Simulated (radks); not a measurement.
The mean radii <r> (bohr) of the occupied orbitals of an atom or ion are listed with their occupations. All-electron calculation, scalar-relativistic Kohn-Sham, r2SCAN, spin-polarised, spherical densities, finite nucleus; meta-GGA in the generalised Kohn-Sham scheme; Fermi nuclear charge, rms radius of each element as measured or else 0.836 A^(1/3) + 0.57 fm. Program: a radial shooting solver on a logarithmic mesh with Libxc functionals.

orbital  occ.      <r>
1s down     1  0.02972
1s up       1  0.02972
2s up       1   0.1285
2s down     1   0.1285
2p up       3   0.1122
2p down     3   0.1122
3s up       1   0.3478
3s down     1   0.3478
3p up       3   0.3465
3p down     3   0.3465
3d up       5   0.3242
3d down     5   0.3242
4s up       1   0.8462
4s down     1   0.8459
4p up       3   0.9138
4p down     3   0.9139
4d up       5    1.103
4d down     4    1.107

Name the element and its charge. Open shells, if any, are filled with parallel spins first.

Answer. Z = 49, indium, charge +4: In4+ in [Kr] 4d9. The 1s radius gives Z: for a bare nucleus <r> = (2 gamma + 1)/(2Z) with gamma = sqrt(1 - (Z/c)^2), 0.02926 bohr for Z = 49, and screening makes it slightly larger (0.02972 here). The occupations add up to 45, and the charge is Z minus that.
